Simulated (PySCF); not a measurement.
trifluorosilylmethanol (CH3F3OSi), SMILES F[Si](F)(CO)F.

Coordinates come from a B3LYP-D3(BJ)/def2-SVP optimisation. Other conformers were not sampled.

These are TDDFT-ωB97X/def2-SVPD in PySCF values and carry that method's errors.

Vertical excitations. Isolated molecule, no solvent.

Task: Give excitation energies, oscillator strengths and character. (Estimate from the structure and the level; the computed values follow.)

Result: 
```
state  energy (eV)  λ (nm)      f                                              main pairs
-----  -----------  ------  -----  ------------------------------------------------------
S1            7.27     171  0.007                        HOMO→LUMO 58 %, HOMO→LUMO+1 36 %
S2            8.49     146  0.056                        HOMO→LUMO+1 52 %, HOMO→LUMO 32 %
S3            9.10     136  0.014   HOMO→LUMO+3 61 %, HOMO−1→LUMO 12 %, HOMO−1→LUMO+1 9 %
S4            9.14     136  0.027  HOMO−1→LUMO 43 %, HOMO−1→LUMO+1 25 %, HOMO→LUMO+3 17 %
S5            9.48     131  0.010                                        HOMO→LUMO+4 76 %
S6            9.73     127  0.066                      HOMO→LUMO+2 62 %, HOMO→LUMO+4 12 %
S7           10.14     122  0.051                                        HOMO→LUMO+5 72 %
S8           10.19     122  0.038                    HOMO−1→LUMO+1 49 %, HOMO−1→LUMO 30 %
S9           10.73     116  0.004                      HOMO→LUMO+6 50 %, HOMO→LUMO+7 20 %
S10          10.90     114  0.006                                      HOMO−1→LUMO+3 60 %
T1            6.84     181      0                        HOMO→LUMO+1 46 %, HOMO→LUMO 45 %
T2            8.09     153      0                        HOMO→LUMO 41 %, HOMO→LUMO+1 33 %
T3            8.58     145      0                       HOMO→LUMO+3 63 %, HOMO→LUMO+5 9 %
T4            8.70     143      0   HOMO−1→LUMO 41 %, HOMO−1→LUMO+1 36 %, HOMO→LUMO+4 7 %
```
Triplets are in the Tamm–Dancoff approximation, which puts them higher than full response would, so one can lie above its singlet here.
